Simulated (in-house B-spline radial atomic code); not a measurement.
Results of a calculation; reference values are marked as such.
**Correlation energy from the adiabatic connection: ω²r²/2, ω = 0.263**

Two electrons in a singlet, external potential ω²r²/2, ω = 0.263 (atomic units). Full CI in B-splines (partial waves to l = 8, correlation up to 0.6 % small) with the density held fixed gives W(λ) = <V_ee>_λ − U, and E_c is the integral of W(λ) − W(0) from 0 to 1.

| λ | W(λ) − W(0) (hartree) |
| --- | --- |
| 0 | 0.00000 |
| 0.02 | -0.00202 |
| 0.05 | -0.00495 |
| 0.12 | -0.01135 |
| 0.25 | -0.02182 |
| 0.4 | -0.03200 |
| 0.6 | -0.04310 |
| 0.8 | -0.05205 |
| 1 | -0.05941 |

(1) Integrate the table by the trapezoid rule.

(2) Now use only three numbers: W(0) = -0.36269, the initial slope W'(0) = -0.1022 (extrapolated from the first points) and the strong-coupling limit of the point-charge-plus-continuum model, W∞ = -0.49307. What do second-order theory and the interpolation W(λ) = W∞ + (W(0) − W∞)/√(1 + 2χλ) of Seidl, Perdew and Levy give?

Answers

(1) The strips give -0.00002, -0.00010, -0.00057, -0.00216, -0.00404, -0.00751, -0.00952, -0.01115, which sum to -0.03506 hartree. The direct value, W(1) − W(0) + T_c with T_c = 0.02421, is -0.03520; the curve is convex, so chords lie above it and the trapezoids fall short in size by 0.40 %.

(2) Second order keeps the slope alone: E_c = W'(0)/2 = -0.05110, +45 % in size against -0.03520. Matching the slope fixes χ = W'(0)/(W∞ − W(0)) = -0.1022/(-0.13038) = 0.78386. Integrating, with s = √(1 + 2χ) = 1.602412, E_c = −(W(0) − W∞)(s − 1)/(s + 1) = −0.13038 × 0.602412/2.602412 = -0.03018 hartree, -14.3 % in size against the full result. At λ = 1 the formula gives W − W(0) = -0.04902 against -0.05941. Part of the miss can come from the model's W∞.
